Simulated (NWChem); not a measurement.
Molecule: C$_{5}$H$_{5}$F; SMILES C#C[C@@H]1[C@H](F)C1

Program: NWChem. Pople sets run with spherical d functions. Geometry: optimised at PBE0/def2-SVP. Level r2SCAN/6-31G*: energy and gradient on several grids; changes count from the extra-fine grid, which is no exact limit either.

| grid | size of the energy change (μHa) | largest change of a gradient component (μHa/bohr) | time, medium = 1 (rough) |
|---|---|---|---|
| xcoarse | 6000 | 5000 | about 1 |
| coarse | 70 | 300 | about 1 |
| medium | 200 | 100 | about 1 |
| fine | 20 | 70 | about 1 |
| xfine | < 10 | < 30 | 3 |
